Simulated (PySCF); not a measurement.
**GaC⁺: frontier orbitals**

PBE0 at R = 2.588 Å; Ga 6-31G(d,p), C 6-31G(d,p); no relativity (PySCF 2.14). State: ³Π (triplet), unpaired electrons σ ↑, π ↑. Only the outer orbitals are listed, counted within each symmetry.

```
spin  orbital  occ.  ε (eV)  on Ga (%)           main shells (%)
   α       8σ     1  -23.00          5                    95 C s
   α       9σ     1  -16.79         80           80 Ga s, 16 C p
   α       4π     1  -13.73          3                    97 C p
   α      10σ     1  -13.52         32  68 C p, 17 Ga s, 14 Ga p
   α       4π     0  -10.13         10           90 C p, 10 Ga p
   α       5π     0   -7.69         98                   98 Ga p
   α       5π     0   -7.57         90           90 Ga p, 10 C p
   β       8σ     1  -20.03         12            86 C s, 9 Ga s
   β       9σ     1  -15.95         88           88 Ga s, 10 C s
   β       4π     0   -9.28         20           80 C p, 20 Ga p
   β      10σ     0   -8.89         46           51 C p, 43 Ga p
   β       4π     0   -8.27         62           61 Ga p, 38 C p
```

Which are the highest filled and the lowest empty level, where do they sit, and how wide is the gap?

Highest filled α 10σ at -13.52 eV (in %: 68 C p, 17 Ga s, 14 Ga p); lowest empty α 4π at -10.13 eV (in %: 90 C p, 10 Ga p); the gap at PBE0 is 3.39 eV.

| Quantity | Value |
| --- | --- |
| bond order (Mayer) | 0.43 |
| ⟨S²⟩ | 2.006 |
| charge on Ga (Mulliken, basis-dependent) | 0.80 |
| charge on Ga (Löwdin, basis-dependent) | 0.71 |
| dipole moment (positive dipole points towards C; it is taken about the centre of mass and depends on that origin) | 0.78 D |
| polarisability along the bond | 49.5 bohr³ |
| polarisability across the bond | 25.7 bohr³ |

Spin–orbit coupling is left out. The state was picked by a PBE0 search and need not be the measured ground state.
